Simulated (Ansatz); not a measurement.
Reaction (ligand exchange at the Si–C bond): `C[SiH2]N[SiH3]` + `C=N` → `C=N[SiH2]N[SiH3]` + CH₄

Computed with Ansatz on PBE0-D4/def2-TZVP structures; ΔE is electronic, products minus reactants. CCSD(T)/CBS is the MP2 limit (def2-TZVPP, def2-QZVPP) plus CCSD(T) − MP2 in def2-TZVPP, frozen cores. This one scheme is used for every species. DFT in def2-TZVPP. One conformer a species, not always the lowest.

`C[SiH2]N[SiH3]`:

```xyz
13

C     0.072    2.115   -0.566
Si   -0.285    0.752    0.657
N    -0.569   -0.774   -0.105
Si    0.373   -2.214   -0.003
H     0.239    3.063   -0.047
H     0.963    1.885   -1.156
H    -0.765    2.253   -1.255
H    -1.471    1.150    1.470
H     0.875    0.553    1.566
H    -1.433   -0.855   -0.624
H     1.751   -1.835    0.399
H     0.401   -2.896   -1.325
H    -0.150   -3.197    0.989
```

`C=N`:

```xyz
5

C     0.079    0.368    0.101
N     0.366   -0.856    0.020
H    -0.855    0.819   -0.255
H     0.800    1.049    0.558
H    -0.389   -1.380   -0.424
```

`C=N[SiH2]N[SiH3]`:

Z-matrix (Å, degrees):
```
Si
N 1 1.745
N 1 1.716 2 111.7
H 1 1.492 2 110.4 3 120.0
H 1 1.483 2 106.0 3 -119.0
C 2 1.257 1 123.3 3 -122.0
Si 3 1.727 1 127.6 2 89.0
H 3 1.011 1 115.5 2 -80.7
H 6 1.103 2 124.1 1 0.0
H 6 1.097 2 120.6 1 180.0
H 7 1.488 3 111.4 1 127.7
H 7 1.489 3 112.4 1 -111.7
H 7 1.485 3 106.9 1 8.0
```

CH₄:

Z-matrix (Å, degrees):
```
C
H 1 1.090
H 1 1.090 2 109.5
H 1 1.090 2 109.5 3 -120.0
H 1 1.090 2 109.5 3 120.0
```

**Question.** Is it downhill or uphill in electronic energy at CCSD(T)/CBS, and by how much? (Estimate.)

**Answer.** Computed: Downhill: ΔE = -0.53 eV.

**Question.** What do these levels give: PBE-D4, PBE0-D4, CAM-B3LYP-D4, ωB97M-V, B2PLYP, PBE-QIDH, r2SCAN, BHLYP, LC-ωPBE, CCSD/def2-SVP, MP2/def2-QZVPP, CCSD/CBS(def2)? (Best estimate.)

**Answer.** Ansatz gave: PBE-D4 -0.50, PBE0-D4 -0.51, CAM-B3LYP-D4 -0.57, ωB97M-V -0.53, B2PLYP -0.57, PBE-QIDH -0.53, r2SCAN -0.55, BHLYP -0.57, LC-ωPBE -0.48, CCSD/def2-SVP -0.49, MP2/def2-QZVPP -0.58, CCSD/CBS(def2) -0.53 eV.

Largest T1 diagnostic among the species: 0.012.

At CCSD(T), def2-SVP lies +0.03 eV from the extrapolated value and def2-TZVPP +0.01 eV. Leaving LDA and LC-ωPBE aside and taking each functional with its dispersion term where it has one, the values, not all of them listed here, spread over 0.09 eV, from BHLYP-D4 to PBE-D4.
